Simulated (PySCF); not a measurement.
## Ionisation energy of Ti(2+) by level of theory

Ti(2+) [Ar] 3d2 (3F) → Ti(3+) [Ar] 3d1 (2D), as a difference of total energies. All numbers are calculated (PySCF 2.14, the spin-free X2C one-electron Hamiltonian (Gaussian nucleus), in aug-cc-pVDZ-DK (7s6p4d2f, 59 functions)). Correlated levels: valence: [Ar] frozen. The calculations carry no spin-orbit coupling.

Order these methods by the ionisation energy they give, lowest first.
A. PBE
B. MP2 (valence)
C. SCS-MP2 (valence)
D. M06-2X

C (26.935 eV), B (26.986 eV), D (27.751 eV), A (28.391 eV).

The reference lies between the lowest fine-structure levels, while these numbers refer to the centres of the terms.

Errors of the correlated levels include the incompleteness of this basis and the frozen core.

For comparison: 27.492 eV (measured; NIST Atomic Spectra Database, ionization energies).
